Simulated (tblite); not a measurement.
Species: C6H16OSi2.
Cartesian coordinates in Å at the GFN2-xTB level; atoms count from 1:
```
atom  x, y, z in Å
C1     1.344   -0.946    1.136
C2     1.449   -0.186   -0.185
C3     2.630    0.781   -0.141
Si4   -0.159    0.771   -0.617
Si5   -0.605    2.436    0.936
C6    -1.666   -0.398   -0.752
C7    -1.403   -1.875   -1.069
O8    -1.773   -2.263    0.255
C9    -2.213   -0.943    0.573
H10    2.275   -1.472    1.349
H11    1.155   -0.260    1.961
H12    0.543   -1.680    1.106
H13    1.654   -0.917   -0.975
H14    3.557    0.246    0.061
H15    2.738    1.304   -1.089
H16    2.487    1.523    0.642
H17    0.045    1.260   -2.000
H18    0.091    3.679    0.598
H19   -2.033    2.757    1.026
H20   -0.184    2.104    2.303
H21   -2.436    0.047   -1.382
H22   -2.073   -2.315   -1.815
H23   -0.374   -2.159   -1.304
H24   -3.304   -0.900    0.676
H25   -1.756   -0.569    1.494
```

Computed values, GFN2-xTB/tblite, gas phase, harmonic and unscaled. This tight-binding method is rough: wavenumbers can miss measured ones by several per cent, in bad cases by 10 to 20. Modes of hydrogen on silicon can be 10 to 20 % off. One conformer, not necessarily the lowest.

Harmonic wavenumbers (cm⁻¹): 36.9, 51.4, 74.0, 81.0, 96.0, 117.9, 144.8, 228.9, 235.4, 259.6, 262.8, 317.4, 351.7, 400.4, 440.7, 443.4, 460.8, 577.1, 623.8, 656.4, 714.9, 789.1, 808.9, 812.4, 821.2, 897.7, 946.8, 949.9, 994.9, 1004.1, 1023.1, 1034.4, 1039.8, 1074.8, 1112.5, 1113.7, 1131.3, 1132.8, 1177.7, 1203.8, 1250.1, 1258.6, 1269.2, 1275.2, 1304.6, 1415.7, 1428.5, 1487.0, 1498.8, 1504.2, 1508.8, 1514.4, 1518.8, 2100.5, 2212.6, 2232.8, 2242.8, 2893.7, 2902.8, 2909.6, 2929.7, 2953.3, 2972.6, 3001.7, 3009.5, 3014.6, 3020.5, 3032.0, 3048.7.

A = 1367, B = 878.6, C = 669.2 MHz; mass 160.074 u (most abundant isotopes); point group C1, symmetry number 1.

**Question.** What is the zero-point energy?

**Answer.** ½Σν̃ = 44178 cm⁻¹ = 528.49 kJ/mol.

**Question.** What is S at 298.15 K and 1 bar for an ideal gas of classical rigid rotors and harmonic oscillators?

**Answer.** Translation 172.16, rotation 127.07, vibration 184.86: S = 484.1 J/(mol K).

**Question.** And Cp and H(298.15 K) − H(0)?

**Answer.** Cp = 210.11 J/(mol K), of which vibrations give 176.85 (their classical limit is 69 R = 573.7); H(298.15 K) − H(0) = 37.79 kJ/mol without the zero-point energy, 27.87 from vibrations.

**Question.** Which modes carry the vibrational entropy at 298.15 K?

**Answer.** 36.9 cm⁻¹: 22.67; 51.4 cm⁻¹: 19.93; 74.0 cm⁻¹: 16.92; 81.0 cm⁻¹: 16.18; 96.0 cm⁻¹: 14.79; 117.9 cm⁻¹: 13.11 J/(mol K); the other 63 give 81.26 together.

**Question.** Blend soft modes into free rotors: weight 1/[1 + (100 cm⁻¹/ν̃)⁴] for the oscillator and the rest for a rotor with moment μB/(μ + B), μ = h/(8π²ν), B = 10⁻⁴⁴ kg m². What vibrational entropy results?

**Answer.** 166.19 J/(mol K) in place of 184.86, which changes −T·S at 298.15 K by +5.57 kJ/mol.

Hindered rotation and anharmonicity are outside this model. Other conformers, if any are populated, would add a mixing term that is left out. The structure is chiral; the term R ln 2 for an equal mix with its mirror image is left out.
